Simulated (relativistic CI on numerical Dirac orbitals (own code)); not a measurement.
**Os2+: q coefficients and field-shift factors**

Calculated at this level of theory: Dirac-Coulomb-Breit CI, separate exchange-only KLI orbitals for each configuration, valence Slater integrals scaled by 0.85, P86 correlation energy added to each configuration, derivatives by finite differences, QED left out (own radial code, finite nucleus).

CI space (outside the closed core [Kr] 4d10 4f14 5s2): 5p⁶5d⁶, 5p⁶5d⁵6s, 5p⁶5d⁴6s², 5p⁶5d⁵6p, 5p⁶5d⁵6d, 5p⁵5d⁷. Levels of other configurations are missing.

With x = (α/α₀)² − 1 an excitation energy changes as ω = ω₀ + qx; K = 2q/ω₀ is the relative enhancement. Terms are leading LS components, so labels can repeat. The field-shift factor is F = δν/δ⟨r²⟩ for the transition from the lowest level.

Lowest level 5p⁶5d⁶ ⁵D4.

```tsv
Level	ω₀ (cm⁻¹)	q (cm⁻¹)	K	F (GHz/fm²)
5p⁶5d⁶ ⁵D3	3540.8	2582	1.46	2.62
5p⁶5d⁶ ⁵D2	3906.2	564.3	0.289	2.18
5p⁶5d⁶ ⁵D1	5548.8	3287	1.18	2.96
5p⁶5d⁶ ⁵D0	5806.6	2560	0.882	3.32
5p⁶5d⁵6s ⁷S3	6130.8	-32840	-10.7	58.8
5p⁶5d⁶ ³G4	12923.6	-1664	-0.258	1.27
5p⁶5d⁶ ³P2	15145.4	681.8	0.09	4.82
5p⁶5d⁶ ³G5	15896.9	1561	0.196	0.804
5p⁶5d⁶ ³H6	16566.9	3693	0.446	-1.92
5p⁶5d⁶ ³F3	17301.0	-878.4	-0.102	5.85
5p⁶5d⁶ ³F2	18557.1	1082	0.117	3.69
5p⁶5d⁶ ¹S0	18840.3	-3576	-0.38	12.8
5p⁶5d⁶ ³D1	20449.3	-2975	-0.291	13.2
5p⁶5d⁶ ³H4	20756.3	6732	0.649	1.4
5p⁶5d⁶ ³D2	21674.0	-3890	-0.359	13.6
5p⁶5d⁶ ³D3	22219.7	-4761	-0.429	17
5p⁶5d⁶ ³G4	22270.9	2315	0.208	6.63
5p⁶5d⁶ ³H5	22718.2	6843	0.602	3.05
5p⁶5d⁶ ³G3	23721.2	3731	0.315	8.34
5p⁶5d⁶ ³P1	26413.0	8527	0.646	6.97
5p⁶5d⁶ ¹I6	27367.0	7719	0.564	0.301
5p⁶5d⁵6s ⁵S2	27668.6	-28510	-2.06	44.3
5p⁶5d⁵6s ⁵G3	28692.2	-27410	-1.91	44.3
```

Correlation outside the listed configurations is missing or only estimated: errors of thousands of cm⁻¹ between configurations and terms are usual at this charge. Rates and lifetimes follow the computed energies and can be off by large factors. The fine structure of a lone outer electron comes out too small, for d and f at times inverted, and misplaced configurations move strength between like terms.
